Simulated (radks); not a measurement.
Results of a calculation; reference values are marked as such.
The caesium anion Cs-, [Xe] 6s2, held by a Watson sphere: a shell of charge +1 at radius R that stands for the Madelung well of a crystal (potential energy -1/R inside, -1/r outside, in hartree with lengths in bohr). Level of theory: scalar-relativistic Kohn-Sham, LDA (Slater exchange, VWN5 correlation), spin-unpolarised, spherical densities, finite nucleus; Fermi nuclear charge, rms radius of each element as measured or else 0.836 A^(1/3) + 0.57 fm (a radial shooting solver on a logarithmic mesh with Libxc functionals). Response by self-consistent Sternheimer equations with the Hartree and adiabatic LDA kernel, the relativistic mass of each level held fixed and spin-orbit coupling left out. The sphere does not respond.

R (bohr) = 3.16: e(5s) (eV) -28.687; e(5p) (eV) -15.471; e(6s) (eV) -3.254; <r> 6s (bohr) 4.892; sum of <r^2> (bohr^2) 105.7; X-ray form factor at sin(theta)/lambda = 0.3 1/angstrom 37.949; alpha (bohr^3) 262.1
R (bohr) = 3.35: e(5s) (eV) -28.378; e(5p) (eV) -15.170; e(6s) (eV) -3.238; <r> 6s (bohr) 4.923; sum of <r^2> (bohr^2) 106.5; X-ray form factor at sin(theta)/lambda = 0.3 1/angstrom 37.950; alpha (bohr^3) 267.2
R (bohr) = 3.49: e(5s) (eV) -28.173; e(5p) (eV) -14.967; e(6s) (eV) -3.223; <r> 6s (bohr) 4.950; sum of <r^2> (bohr^2) 107.2; X-ray form factor at sin(theta)/lambda = 0.3 1/angstrom 37.950; alpha (bohr^3) 271.9
R (bohr) = 4.91: e(5s) (eV) -26.875; e(5p) (eV) -13.644; e(6s) (eV) -2.945; <r> 6s (bohr) 5.344; sum of <r^2> (bohr^2) 116.3; X-ray form factor at sin(theta)/lambda = 0.3 1/angstrom 37.943; alpha (bohr^3) 361.8
R (bohr) = 5.11: e(5s) (eV) -26.769; e(5p) (eV) -13.533; e(6s) (eV) -2.896; <r> 6s (bohr) 5.407; sum of <r^2> (bohr^2) 117.8; X-ray form factor at sin(theta)/lambda = 0.3 1/angstrom 37.942; alpha (bohr^3) 379.3
R (bohr) = 6.09: e(5s) (eV) -26.385; e(5p) (eV) -13.133; e(6s) (eV) -2.649; <r> 6s (bohr) 5.711; sum of <r^2> (bohr^2) 125.5; X-ray form factor at sin(theta)/lambda = 0.3 1/angstrom 37.937; alpha (bohr^3) 477.0
